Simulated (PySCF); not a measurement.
Species: C4H12Si2.
Numbering: `[SiH3:1][CH2:2][C@@H:3]1[CH2:4][CH2:5][SiH2:6]1`

Structure used (GFN2-xTB), in Å, numbered top down from 1:
```xyz
18
C4H12Si2 angstrom
Si     2.6529   -0.4194   -0.7103
C      0.8848   -1.0671   -0.4727
C     -0.0650   -0.0348    0.1198
C     -1.5230   -0.5152    0.3125
C     -2.2790    0.7290   -0.1940
Si    -0.6719    1.4392   -0.9456
H      3.4882   -1.4897   -1.2610
H      3.2022    0.0065    0.5796
H      2.6410    0.7233   -1.6278
H      0.9076   -1.9466    0.1794
H      0.4873   -1.4098   -1.4313
H      0.3409    0.3013    1.0784
H     -1.7268   -1.3761   -0.3245
H     -1.7660   -0.7929    1.3387
H     -3.1061    0.4997   -0.8621
H     -2.6816    1.3204    0.6262
H     -0.2525    2.7843   -0.5542
H     -0.5416    1.2543   -2.3922
```

Probes without a nucleus sit at each ring's centroid and 1 Å off its mean plane on both sides; NICS is minus the shielding there, NICSzz its component along the normal. Level: GIAO PBE0/pcSseg-1 (PySCF, non-relativistic, gas phase) on the GFN2-xTB geometry, one conformer.

Ring bond lengths (Å), with Mayer bond orders in brackets: C3–C4 1.547 (0.97), C4–C5 1.541 (1.00), C5–Si6 1.911 (0.94), Si6–C3 1.917 (0.90).

Task: Give the NICS values of each ring in ppm.

Result: 
| ring | type | NICS(0) | NICS(1), two faces | NICS(1)zz, two faces | rms pucker (Å) | centre to ring atoms, mean (Å) |
| --- | --- | --- | --- | --- | --- | --- |
| C3–C4–C5–Si6 | 4-membered ring with Si; formal bonds all single | 0.6 | -0.3 / -0.9 | 5.9 / 5.0 | 0.09 | 1.22 |

Task: What do they say, and how far can they be read as aromaticity?

Result: 
- C3–C4–C5–Si6: mean NICS(1)zz 5.4 ppm, deshielded. C3, C4, C5, Si6 have four or more neighbours, and the NICS criterion for π rings isn't applied.

Task: What field does 9.4 T along the ring normal induce along that normal at the second NICS(1) probe listed for ring C3–C4–C5–Si6, 1 Å off the ring?

Result: NICSzz × B0 = 5.0 ppm × 9.4 T = 47 μT, along the applied field.
